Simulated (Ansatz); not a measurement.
Reaction (formal exchange of groups at a Ge–O bond): `[OH][GeH]1[CH2][O]1` + `[SiH3]Cl` → `Cl[SiH2][GeH]1[CH2][O]1` + H₂O

Isolated molecules relaxed with PBE0-D4/def2-TZVP in Ansatz; ΔE leaves out vibrations. CCSD(T)/CBS is the MP2 limit (def2-TZVPP, def2-QZVPP) plus CCSD(T) − MP2 in def2-TZVPP, frozen cores. This one scheme is used for every species. Functionals use def2-TZVPP. B3LYP here is the variant with VWN-RPA as its local correlation; programs differ in this. For Ge outer-core shells are correlated without core-valence functions, which leaves a few kJ/mol of doubt a bond. Scalar relativity is left out up to krypton. One conformer a species, not always the lowest.

`[OH][GeH]1[CH2][O]1`:

```xyz
8

O    -0.848    1.280    1.177
Ge   -0.273    0.489   -0.292
C     0.317   -1.293   -0.166
O     1.359   -0.296   -0.123
H    -0.651    2.220    1.200
H    -0.397    1.369   -1.531
H     0.338   -1.945   -1.038
H     0.156   -1.824    0.772
```

`[SiH3]Cl`:

```xyz
5

Si    0.106    0.033    0.065
Cl   -1.589   -0.494   -0.968
H     1.282   -0.227   -0.797
H     0.179   -0.784    1.297
H     0.022    1.472    0.403
```

`Cl[SiH2][GeH]1[CH2][O]1`:

```xyz
10

Cl   -1.699   -1.190   -1.727
Si   -1.531   -0.979    0.308
Ge    0.288    0.478    0.714
C     1.435    0.976   -0.733
O     1.796   -0.225   -0.088
H    -2.792   -0.402    0.835
H    -1.303   -2.316    0.904
H     0.618    0.977    2.126
H     1.069    0.870   -1.755
H     2.119    1.812   -0.585
```

H₂O:

Cartesian coordinates in Å:
```
O 0.225 -0.163 -0.273
H -0.063 0.751 -0.222
H -0.161 -0.589 0.495
```

Problem. Is it downhill or uphill in electronic energy at CCSD(T)/CBS, and by how much? (An estimate is asked.)

Solution. Computed: Nearly level: ΔE = -2.0 kJ/mol.

Problem. What do these levels give: B3LYP-D4, ωB97X-V, ωB97M-V, PBE, r2SCAN, B3LYP, HF/def2-TZVPP, MP2/def2-TZVPP, CCSD/def2-TZVPP, SCS-MP2/def2-QZVPP, HF/CBS(def2), CCSD/CBS(def2)? (Estimate.)

Solution. The calculation gave: B3LYP-D4 -0.7, ωB97X-V 9.6, ωB97M-V 6.0, PBE -7.6, r2SCAN 0.8, B3LYP 8.3, HF/def2-TZVPP 33.1, MP2/def2-TZVPP 5.8, CCSD/def2-TZVPP 9.2, SCS-MP2/def2-QZVPP 10.9, HF/CBS(def2) 34.6, CCSD/CBS(def2) 1.8 kJ/mol.

Largest T1 diagnostic among the species: 0.014.

From PBE to PBE0 (25 % exact exchange), in def2-TZVPP and without D4, ΔE moves by +3.6 kJ/mol. In def2-TZVPP, CCSD(T) changes the Hartree–Fock value by −27.7 kJ/mol (the triples alone add −3.8 kJ/mol) and MP2 by −27.3 kJ/mol.
